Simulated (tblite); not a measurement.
Record of a relaxation.

Compound: C2H10SeSi2.
Atom-mapped SMILES: `[SiH3:1][CH2:2][CH2:3][Se:4][SiH3:5]` (hydrogens: H6, H7, H8 on Si1; H9, H10 on C2; H11, H12 on C3; H13, H14, H15 on Si5)

Computed with GFN2-xTB (tblite), gas phase: L-BFGS steps from a force-field or distance-geometry start until the largest atomic force falls under 0.01 eV/Å. 11 of its 135 geometries are shown.

Step 0: E = -435.9456 eV, largest atomic force 2.225 eV/Å
```
atom  x, y, z in Å  |  force x, y, z in eV/Å
Si1    -2.544    0.214   -0.054   -1.818   0.305   0.518
C2     -0.880   -0.514    0.219    1.403  -0.835   1.511
C3     -0.039   -0.627   -1.015   -0.486   0.883  -0.322
Se4     1.661   -1.402   -0.542    0.881  -0.918  -0.276
Si5     2.909    0.125    0.577    0.315   0.533   0.104
H6     -2.537    1.620    0.341    0.030   0.116  -0.196
H7     -3.476   -0.473    0.884    0.205   0.176  -0.236
H8     -3.064   -0.026   -1.395    0.107   0.083  -0.137
H9     -0.275    0.068    0.974   -0.682  -0.384  -0.495
H10    -0.980   -1.532    0.669    0.009   0.554  -0.252
H11     0.185    0.401   -1.357   -0.175  -0.448  -0.399
H12    -0.563   -1.231   -1.789    0.689   0.379   0.327
H13     3.282   -0.461    1.873   -0.071   0.013  -0.230
H14     4.109    0.438   -0.240   -0.364  -0.164   0.215
H15     2.207    1.399    0.832   -0.044  -0.292  -0.134
```

Step 13: E = -436.2425 eV, largest atomic force 0.141 eV/Å
```
atom  x, y, z in Å  |  force x, y, z in eV/Å
Si1    -2.602    0.210   -0.002   -0.026   0.030  -0.040
C2     -0.864   -0.521    0.276    0.081  -0.054   0.019
C3     -0.009   -0.576   -0.968    0.113  -0.030   0.030
Se4     1.772   -1.430   -0.650   -0.022   0.007   0.007
Si5     2.917    0.124    0.561   -0.048  -0.050  -0.060
H6     -2.564    1.645    0.270    0.011   0.069   0.017
H7     -3.533   -0.454    0.908   -0.009   0.007   0.029
H8     -3.027    0.011   -1.383   -0.009  -0.056  -0.084
H9     -0.358    0.063    1.050    0.046  -0.031  -0.027
H10    -0.960   -1.536    0.667    0.000  -0.016   0.025
H11     0.197    0.407   -1.397   -0.064  -0.024   0.045
H12    -0.444   -1.224   -1.733   -0.063   0.121   0.037
H13     3.265   -0.471    1.844   -0.002  -0.022   0.051
H14     4.103    0.429   -0.224    0.078   0.052  -0.004
H15     2.104    1.318    0.759   -0.086  -0.004  -0.044
```

Step 27: E = -436.2666 eV, largest atomic force 0.091 eV/Å
```
atom  x, y, z in Å  |  force x, y, z in eV/Å
Si1    -2.573    0.215   -0.004    0.057  -0.008  -0.028
C2     -0.844   -0.540    0.313   -0.042   0.026  -0.028
C3      0.000   -0.562   -0.939    0.035  -0.023   0.019
Se4     1.770   -1.456   -0.703    0.021   0.017   0.016
Si5     2.887    0.101    0.524    0.018   0.064   0.055
H6     -2.521    1.662    0.214    0.012  -0.014  -0.007
H7     -3.523   -0.409    0.914   -0.013   0.021   0.032
H8     -2.969   -0.051   -1.388   -0.006  -0.007   0.010
H9     -0.329    0.029    1.090    0.004  -0.031   0.025
H10    -0.959   -1.558    0.690    0.038   0.003  -0.021
H11     0.212    0.441   -1.312   -0.015  -0.005   0.003
H12    -0.475   -1.145   -1.729   -0.006   0.027  -0.006
H13     3.217   -0.466    1.832   -0.057   0.020  -0.064
H14     4.109    0.483   -0.182   -0.080  -0.043  -0.003
H15     1.994    1.253    0.659    0.032  -0.049  -0.004
```

Step 40: E = -436.2747 eV, largest atomic force 0.080 eV/Å
```
atom  x, y, z in Å  |  force x, y, z in eV/Å
Si1    -2.543    0.209   -0.002   -0.065   0.004   0.047
C2     -0.830   -0.563    0.322    0.059  -0.022  -0.002
C3      0.014   -0.547   -0.930   -0.017  -0.005  -0.029
Se4     1.767   -1.460   -0.723    0.051   0.037   0.028
Si5     2.847    0.111    0.520   -0.015  -0.047  -0.040
H6     -2.456    1.661    0.163    0.016   0.010  -0.018
H7     -3.504   -0.345    0.952    0.023   0.016   0.002
H8     -2.954   -0.104   -1.371   -0.018  -0.006   0.005
H9     -0.314   -0.023    1.121   -0.019  -0.012  -0.012
H10    -0.939   -1.593    0.667   -0.020   0.015  -0.033
H11     0.231    0.468   -1.271   -0.011  -0.031   0.019
H12    -0.471   -1.093   -1.740   -0.014   0.005  -0.015
H13     3.135   -0.452    1.833    0.013  -0.002   0.041
H14     4.063    0.472   -0.196    0.032   0.009   0.011
H15     1.949    1.255    0.632   -0.015   0.028  -0.003
```

Step 54: E = -436.2946 eV, largest atomic force 0.147 eV/Å
```
atom  x, y, z in Å  |  force x, y, z in eV/Å
Si1    -2.515    0.217    0.040    0.118  -0.020  -0.086
C2     -0.840   -0.672    0.258   -0.092   0.072  -0.020
C3      0.019   -0.539   -0.975    0.066  -0.045   0.040
Se4     1.807   -1.395   -0.768   -0.015  -0.111  -0.068
Si5     2.812    0.152    0.551   -0.004   0.062   0.033
H6     -2.261    1.656   -0.029   -0.008   0.037  -0.010
H7     -3.368   -0.091    1.178   -0.053  -0.025   0.096
H8     -3.135   -0.236   -1.204   -0.018  -0.004  -0.008
H9     -0.314   -0.251    1.116    0.028   0.036   0.058
H10    -1.004   -1.727    0.484    0.022  -0.016  -0.052
H11     0.228    0.499   -1.234   -0.061   0.058   0.036
H12    -0.432   -1.028   -1.837   -0.002  -0.055  -0.011
H13     2.990   -0.352    1.911   -0.017  -0.024  -0.038
H14     4.092    0.458   -0.075    0.000   0.017   0.033
H15     1.916    1.306    0.562    0.037   0.018  -0.002
```

Step 67: E = -436.3008 eV, largest atomic force 0.025 eV/Å
```
atom  x, y, z in Å  |  force x, y, z in eV/Å
Si1    -2.498    0.222    0.046    0.002   0.004   0.014
C2     -0.841   -0.702    0.243    0.009   0.004   0.002
C3      0.028   -0.541   -0.981   -0.015   0.007   0.003
Se4     1.825   -1.380   -0.798    0.000   0.013  -0.004
Si5     2.797    0.169    0.553    0.000  -0.008  -0.012
H6     -2.223    1.654   -0.105    0.001  -0.025  -0.003
H7     -3.300   -0.009    1.246    0.001  -0.003   0.004
H8     -3.197   -0.273   -1.140    0.006  -0.005  -0.005
H9     -0.316   -0.318    1.122    0.005   0.003  -0.018
H10    -1.018   -1.764    0.425    0.000   0.021   0.003
H11     0.212    0.508   -1.214   -0.004  -0.002  -0.014
H12    -0.417   -1.024   -1.851    0.003   0.004   0.009
H13     2.910   -0.358    1.910   -0.006  -0.006   0.008
H14     4.106    0.470   -0.013    0.000  -0.011   0.014
H15     1.929    1.344    0.535   -0.004   0.005  -0.001
```

Step 80: E = -436.3073 eV, largest atomic force 0.115 eV/Å
```
atom  x, y, z in Å  |  force x, y, z in eV/Å
Si1    -2.482    0.196    0.071    0.058   0.099   0.000
C2     -0.794   -0.673    0.241    0.015   0.014  -0.032
C3      0.005   -0.517   -1.031    0.002  -0.006  -0.012
Se4     1.843   -1.275   -0.926    0.005  -0.016  -0.023
Si5     2.767    0.161    0.574   -0.003  -0.017   0.023
H6     -2.242    1.625   -0.172   -0.015  -0.064   0.013
H7     -3.223    0.019    1.314   -0.041  -0.018   0.056
H8     -3.214   -0.370   -1.060   -0.013  -0.027  -0.015
H9     -0.238   -0.248    1.081   -0.040  -0.001  -0.026
H10    -0.933   -1.735    0.459    0.027   0.046  -0.007
H11     0.126    0.531   -1.314    0.010  -0.051   0.033
H12    -0.463   -1.053   -1.859    0.023   0.031   0.011
H13     2.702   -0.420    1.914   -0.003   0.011  -0.005
H14     4.149    0.358    0.153   -0.036   0.000   0.009
H15     1.991    1.399    0.532    0.010  -0.002  -0.024
```

Step 94: E = -436.3134 eV, largest atomic force 0.061 eV/Å
```
atom  x, y, z in Å  |  force x, y, z in eV/Å
Si1    -2.475    0.176    0.100   -0.003  -0.028   0.007
C2     -0.751   -0.632    0.222   -0.014   0.020   0.010
C3      0.016   -0.491   -1.073   -0.024  -0.007   0.032
Se4     1.857   -1.248   -0.999   -0.021   0.009  -0.010
Si5     2.726    0.132    0.582   -0.002  -0.022   0.045
H6     -2.290    1.599   -0.190   -0.015   0.012  -0.006
H7     -3.172    0.011    1.377    0.037  -0.008  -0.030
H8     -3.229   -0.461   -0.980   -0.002   0.004   0.002
H9     -0.193   -0.152    1.031    0.003  -0.030  -0.005
H10    -0.845   -1.688    0.485    0.025   0.047  -0.030
H11     0.131    0.556   -1.362    0.004  -0.044   0.006
H12    -0.470   -1.033   -1.886    0.010   0.026   0.015
H13     2.517   -0.449    1.910   -0.001   0.031  -0.020
H14     4.143    0.265    0.286    0.014  -0.018  -0.015
H15     2.030    1.412    0.475   -0.010   0.008  -0.001
```

Step 107: E = -436.3154 eV, largest atomic force 0.013 eV/Å
```
atom  x, y, z in Å  |  force x, y, z in eV/Å
Si1    -2.475    0.167    0.103   -0.013   0.002  -0.002
C2     -0.740   -0.612    0.214   -0.005   0.002   0.003
C3      0.020   -0.476   -1.083    0.002  -0.002  -0.001
Se4     1.855   -1.246   -1.008   -0.008   0.005   0.002
Si5     2.715    0.121    0.589    0.010   0.004  -0.003
H6     -2.328    1.592   -0.198   -0.005   0.000  -0.001
H7     -3.132   -0.012    1.397   -0.007   0.003   0.003
H8     -3.242   -0.487   -0.957    0.006  -0.005  -0.003
H9     -0.181   -0.128    1.019    0.004   0.001   0.006
H10    -0.820   -1.668    0.479    0.002  -0.009   0.000
H11     0.144    0.567   -1.377   -0.004   0.001   0.011
H12    -0.474   -1.014   -1.892    0.007   0.001  -0.009
H13     2.463   -0.430    1.920    0.001  -0.001  -0.002
H14     4.141    0.208    0.315    0.002  -0.007   0.002
H15     2.049    1.415    0.456    0.008   0.004  -0.006
```

Step 121: E = -436.3171 eV, largest atomic force 0.046 eV/Å
```
atom  x, y, z in Å  |  force x, y, z in eV/Å
Si1    -2.493    0.147    0.104   -0.005   0.013   0.000
C2     -0.745   -0.604    0.218   -0.008  -0.009   0.013
C3      0.019   -0.450   -1.074   -0.018   0.003   0.013
Se4     1.844   -1.238   -1.009    0.015   0.002  -0.001
Si5     2.738    0.118    0.579   -0.032   0.006   0.033
H6     -2.388    1.574   -0.210    0.016  -0.007  -0.009
H7     -3.150   -0.022    1.399   -0.002  -0.016  -0.008
H8     -3.231   -0.540   -0.955   -0.023   0.000  -0.001
H9     -0.194   -0.123    1.030    0.002   0.000   0.007
H10    -0.817   -1.664    0.471    0.008   0.004   0.009
H11     0.147    0.599   -1.345    0.016   0.009  -0.007
H12    -0.475   -0.969   -1.895   -0.005  -0.001  -0.009
H13     2.433   -0.388    1.919   -0.001   0.002  -0.023
H14     4.172    0.116    0.339    0.011   0.006  -0.013
H15     2.135    1.439    0.406    0.025  -0.014  -0.004
```

Step 134: E = -436.3183 eV, largest atomic force 0.006 eV/Å
```
atom  x, y, z in Å  |  force x, y, z in eV/Å
Si1    -2.510    0.127    0.101    0.000  -0.005  -0.002
C2     -0.750   -0.594    0.227   -0.002   0.000  -0.001
C3      0.016   -0.426   -1.063    0.000  -0.002  -0.002
Se4     1.839   -1.222   -1.016   -0.004  -0.002  -0.003
Si5     2.757    0.113    0.574   -0.001   0.003  -0.001
H6     -2.417    1.551   -0.227    0.002   0.004   0.000
H7     -3.172   -0.051    1.392    0.002   0.001   0.004
H8     -3.243   -0.578   -0.951   -0.001   0.001  -0.006
H9     -0.210   -0.103    1.040   -0.001   0.002   0.000
H10    -0.804   -1.654    0.480    0.004  -0.002   0.002
H11     0.149    0.625   -1.323    0.004  -0.001   0.004
H12    -0.480   -0.932   -1.892   -0.005   0.000  -0.001
H13     2.397   -0.360    1.910    0.005  -0.001   0.001
H14     4.193    0.040    0.355   -0.001  -0.003   0.004
H15     2.230    1.461    0.370   -0.001   0.006  -0.001
```

**Question.** Summarise the path.

**Answer.** The energy falls by 8.59 kcal/mol from step 0 to step 134; nine tenths of that is first reached at step 46. It falls at every step. The largest force goes from 2.225 to 0.006 eV/Å. Among the bonds Si1–C2 changes most, from 1.836 to 1.906 Å; the atoms move by 0.491 Å rms after alignment.

**Question.** Follow the three bonds and two angles with the largest change from start to end.

**Answer.** 
| step | E above end (kcal/mol) | largest force (eV/Å) | Si1–C2 (Å) | C3–Se4 (Å) | C2–H9 (Å) | C3–Se4–Si5 (°) | Se4–C3–H12 (°) |
| --- | --- | --- | --- | --- | --- | --- | --- |
| 0 | 8.59 | 2.225 | 1.836 | 1.927 | 1.129 | 109.6 | 111.6 |
| 6 | 2.59 | 0.327 | 1.906 | 2.016 | 1.094 | 104.1 | 105.2 |
| 12 | 1.81 | 0.122 | 1.909 | 1.995 | 1.092 | 104.1 | 102.5 |
| 17 | 1.49 | 0.104 | 1.916 | 1.999 | 1.092 | 103.2 | 103.1 |
| 23 | 1.28 | 0.066 | 1.911 | 1.998 | 1.093 | 101.7 | 103.4 |
| 29 | 1.15 | 0.087 | 1.911 | 1.993 | 1.092 | 100.6 | 103.7 |
| 35 | 1.05 | 0.087 | 1.910 | 1.993 | 1.092 | 99.6 | 104.4 |
| 41 | 0.99 | 0.087 | 1.907 | 1.987 | 1.093 | 98.9 | 103.7 |
| 47 | 0.81 | 0.119 | 1.913 | 1.995 | 1.094 | 98.7 | 104.6 |
| 52 | 0.58 | 0.100 | 1.903 | 1.991 | 1.093 | 99.3 | 105.2 |
| 58 | 0.45 | 0.036 | 1.906 | 1.992 | 1.094 | 98.9 | 104.7 |
| 64 | 0.41 | 0.036 | 1.906 | 1.992 | 1.093 | 98.9 | 104.7 |
| 70 | 0.40 | 0.038 | 1.906 | 1.992 | 1.092 | 98.9 | 104.7 |
| 76 | 0.37 | 0.065 | 1.907 | 1.990 | 1.094 | 98.8 | 104.6 |
| 82 | 0.23 | 0.053 | 1.906 | 1.989 | 1.093 | 99.5 | 104.5 |
| 87 | 0.18 | 0.058 | 1.906 | 1.987 | 1.093 | 99.1 | 104.6 |
| 93 | 0.13 | 0.063 | 1.907 | 1.992 | 1.093 | 98.7 | 104.4 |
| 99 | 0.09 | 0.030 | 1.906 | 1.990 | 1.093 | 98.5 | 104.5 |
| 105 | 0.07 | 0.019 | 1.906 | 1.990 | 1.093 | 98.2 | 104.8 |
| 111 | 0.06 | 0.035 | 1.906 | 1.990 | 1.093 | 98.4 | 104.6 |
| 117 | 0.04 | 0.041 | 1.905 | 1.991 | 1.092 | 98.3 | 104.6 |
| 122 | 0.02 | 0.048 | 1.906 | 1.989 | 1.093 | 98.5 | 104.7 |
| 128 | 0.01 | 0.024 | 1.906 | 1.991 | 1.093 | 98.6 | 104.5 |
| 134 | 0.00 | 0.006 | 1.906 | 1.990 | 1.093 | 98.7 | 104.4 |

The cost below is that of the whole relaxation. Hardware: one thread, Arm Neoverse N1 (aarch64), no GPU, shared host. Cost: 1.5 s.
